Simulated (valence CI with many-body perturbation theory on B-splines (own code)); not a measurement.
**Energy levels of Cd⁴²⁺**

Level of theory: relativistic CI+MBPT: four valence electrons over a frozen Dirac-Fock core [He], radial functions for each j: 11 s, 11 p, 10 d, 8 f, 5 g, 2 h, with the one-electron correlation potential Σ1, the two-electron term Σ2, the three-electron term Σ3, Breit, model QED; selected CI, second order for the rest, scaled by the run's own slope (own B-spline code, finite nucleus).

The last digits are not significant, and no measured levels were compared; by estimate large intervals hold to a few tenths of a per cent, small ones and those within an open d or f shell to about a per cent. Among the levels kept, up to 760 cm⁻¹ of a level comes from second order outside the variational space, and about a tenth of that is noise between levels of different J, which matters for small intervals.

Levels 91 to 135 of 203, with energies above the lowest level, (2s^2 2p1/2^2) J=0. "Leading %" is the weight of the configuration and term that name the level; weights of strongly mixed levels are sums over their largest components and can fall short, so below about 35 % the name and the second component can differ from the true leading terms, or belong to a minority configuration. In the jj column 3d3/2^4 stands for four electrons in 3d with j = 3/2. Lifetimes count E1, E2, E3, M1 and M2 decay at the calculated energies, and are blank where another channel may lead or the interval is too uncertain; long ones can be off by a factor of two.

```csv
No.,Configuration,Term,J,E (eV),Leading %,Lifetime,g,Leading jj
91,2s2p²3p,³P°,1,4369.5,37,26.2 fs,1.364,2s 2p1/2 2p3/2 3p3/2 (92 %)
92,2s2p²3p,³P°,0,4370.3,83,533 fs,,2s 2p1/2 2p3/2 3p3/2 (99 %)
93,2s2p²3p,³D°,2,4370.7,37,26.9 fs,1.119,2s 2p1/2 2p3/2 3p3/2 (95 %)
94,2s2p²3d,⁵P,2,4373.1,30,3.13 fs,1.425,2s 2p1/2 2p3/2 3d3/2 (93 %)
95,2s2p²3d,³D,1,4374.1,35,5.41 fs,0.988,2s 2p1/2 2p3/2 3d5/2 (87 %)
96,2s2p²3d,³F,3,4374.8,39,3.09 fs,1.260,2s 2p1/2 2p3/2 3d3/2 (55 %)
97,2s2p²3d,⁵F,5,4374.9,50,109 ps,1.290,2s 2p1/2 2p3/2 3d5/2 (97 %)
98,2s2p²3p,³P°,1,4376.1,55,252 fs,1.225,2s 2p1/2 2p3/2 3p3/2 (95 %)
99,2s2p²3d,⁵P,1,4376.3,47,2.76 fs,1.984,2s 2p1/2 2p3/2 3d3/2 (88 %)
100,2s2p²3d,³F,2,4390.4,37,9.60 fs,1.108,2s 2p1/2 2p3/2 3d5/2 (72 %)
101,2s2p²3d,³D,3,4391.0,53,4.28 fs,1.268,2s 2p1/2 2p3/2 3d5/2 (79 %)
102,2s2p²3d,³F,4,4397.9,53,3.33 fs,1.189,2s 2p1/2 2p3/2 3d5/2 (81 %)
103,2s2p²3d,³D,1,4400.8,57,4.02 fs,0.855,2s 2p1/2 2p3/2 3d5/2 (88 %)
104,2s2p²3s,⁵P,3,4405.3,26,124 fs,1.218,2s 2p3/2^2 3s (50 %)
105,2s2p²3d,³P,0,4405.5,74,3.63 fs,,2s 2p1/2 2p3/2 3d5/2 (93 %)
106,2s2p²3d,³G,3,4408.0,33,53.5 fs,1.129,2s 2p1/2 2p3/2 3d3/2 (56 %)
107,2p³3s,³P°,2,4409.2,39,52.3 fs,1.538,2p1/2^2 2p3/2 3s (89 %)
108,2s2p²3d,³F,2,4412.8,46,6.30 fs,0.898,2s 2p1/2 2p3/2 3d3/2 (73 %)
109,2s2p²3d,³D,1,4414.3,57,14.8 fs,0.686,2s 2p1/2 2p3/2 3d3/2 (91 %)
110,2p³3s,³D°,1,4416.9,26,25.2 fs,1.213,2p1/2^2 2p3/2 3s (90 %)
111,2s2p²3s,³P,2,4419.9,43,14.4 fs,1.283,2s 2p3/2^2 3s (89 %)
112,2s2p²3d,¹D,2,4423.2,29,2.95 fs,1.015,2s 2p1/2 2p3/2 3d3/2 (83 %)
113,2s2p²3d,¹P,1,4425.6,42,3.04 fs,0.932,2s 2p1/2 2p3/2 3d3/2 (83 %)
114,2s2p²3d,³D,3,4427.6,43,12.3 fs,1.214,2s 2p1/2 2p3/2 3d5/2 (94 %)
115,2s2p²3d,³F,4,4428.7,38,14.7 fs,1.109,2s 2p1/2 2p3/2 3d5/2 (98 %)
116,2s2p²3d,³P,0,4430.2,66,3.26 fs,,2s 2p1/2 2p3/2 3d3/2 (97 %)
117,2s2p²3d,³P,2,4436.7,42,2.81 fs,1.199,2s 2p1/2 2p3/2 3d5/2 (93 %)
118,2s2p²3d,³P,1,4437.7,47,3.93 fs,1.485,2s 2p1/2 2p3/2 3d5/2 (90 %)
119,2s2p²3d,¹F,3,4438.0,40,3.17 fs,1.075,2s 2p1/2 2p3/2 3d5/2 (95 %)
120,2s2p²3d,³D,2,4441.0,47,4.58 fs,1.159,2s 2p1/2 2p3/2 3d5/2 (94 %)
121,2p³3p,³P,1,4453.8,28,25.9 fs,1.525,2p1/2^2 2p3/2 3p1/2 (91 %)
122,2p³3p,³D,2,4456.4,22,27.4 fs,1.216,2p1/2^2 2p3/2 3p1/2 (88 %)
123,2s2p²3p,³P°,2,4466.4,30,42.5 fs,1.520,2s 2p3/2^2 3p1/2 (97 %)
124,2s2p²3p,³D°,3,4469.8,46,17.1 fs,1.284,2s 2p3/2^2 3p1/2 (96 %)
125,2s2p²3s,³S,1,4471.8,68,42.4 fs,1.903,2s 2p3/2^2 3s (95 %)
126,2s2p²3s,¹P,1,4476.1,48,19.0 fs,1.015,2s 2p3/2^2 3s (95 %)
127,2s2p²3s,³P,2,4477.2,66,101 fs,1.379,2s 2p3/2^2 3s (95 %)
128,2s2p²3s,¹S,0,4487.3,71,52.8 fs,,2s 2p3/2^2 3s (97 %)
129,2p³3p,³D,3,4513.0,44,16.7 fs,1.362,2p1/2^2 2p3/2 3p3/2 (96 %)
130,2p³3p,³P,1,4513.8,37,14.3 fs,1.405,2p1/2^2 2p3/2 3p3/2 (96 %)
131,2s2p²3p,³D°,3,4515.3,54,24.7 fs,1.367,2s 2p3/2^2 3p3/2 (97 %)
132,2s2p²3p,⁵D°,4,4515.5,51,3.90 ps,1.366,2s 2p3/2^2 3p3/2 (97 %)
133,2s2p²3p,³P°,1,4519.8,32,12.1 fs,1.429,2s 2p3/2^2 3p3/2 (80 %)
134,2p³3p,³P,2,4529.3,38,14.5 fs,1.327,2p1/2^2 2p3/2 3p3/2 (94 %)
135,2s2p²3p,³P°,0,4530.2,80,1.98 ps,,2s 2p3/2^2 3p1/2 (96 %)
```
